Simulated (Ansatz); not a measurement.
A nudged elastic band was laid between two geometries of CH5AlFO (9 atoms, charge 1, multiplicity 1).

Level of theory: RKS B3LYP-D4/def2-SVP (Ansatz).

* movable images: 7
* climbing image: yes
* spring: 5.0 eV/Å²
* optimiser: quadratic models (default)
* start path: IDPP
* force threshold: 0.5 eV/Å
* iteration limit: 60
* end points: relaxed

First end point:

```xyz
9
Properties=species:S:1:pos:R:3
O -0.430 1.224 -0.129
C 0.749 0.277 -0.230
Al -0.014 -1.422 0.547
F -1.607 -0.825 0.591
H -0.542 1.888 -0.836
H -1.261 0.691 0.071
H 1.022 0.212 -1.294
H 1.565 0.773 0.314
H 0.518 -2.817 0.965
```

Last end point:

```xyz
9
Properties=species:S:1:pos:R:3
O -0.545 1.027 -0.588
C 0.719 0.225 -0.351
Al 0.012 -1.379 0.648
F -1.542 -0.714 0.852
H -0.476 2.001 -0.573
H -1.282 0.656 -0.009
H 1.150 0.065 -1.349
H 1.402 0.862 0.232
H 0.562 -2.743 1.138
```

Task: Which bonds break or form, and what moves?

Result: No bond is made or broken. The height of O1 over the plane of its neighbours goes from 0.29 to -0.29 Å. The two ends are copies of one structure, up to a mirror image or an exchange of like atoms.

Task: What energy profile does the band end with?

Result: The forces met the threshold. The highest image is number 4 of 0 to 8, 0.050 eV above the ends, which have the same energy within 2 meV. The threshold of 0.5 eV/Å is loose, so the images may lie well off the minimum-energy path. The order of the stationary point at the top wasn't checked. Limits of this set-up: the dipole of an ion depends on the origin.

```csv
image,path coordinate (Å),energy (eV),height of O1 over the plane of its neighbours (Å)
0,0.00,0.000,0.29
1,0.10,0.010,0.21
2,0.20,0.030,0.14
3,0.28,0.045,0.07
4,0.36,0.050,0.00
5,0.44,0.045,-0.07
6,0.52,0.030,-0.14
7,0.62,0.010,-0.21
8,0.72,0.000,-0.29
```

Task: What is the geometry of the highest image?

Result: 
```xyz
9
Properties=species:S:1:pos:R:3
O -0.474 1.095 -0.355
C 0.742 0.245 -0.289
Al -0.001 -1.400 0.603
F -1.578 -0.777 0.724
H -0.514 1.987 -0.731
H -1.292 0.670 0.031
H 1.091 0.134 -1.325
H 1.486 0.823 0.277
H 0.541 -2.777 1.064
```

Run time: 40 s on 1 thread of Arm Neoverse N1, with other jobs on the host, peak memory 0.16 GiB.
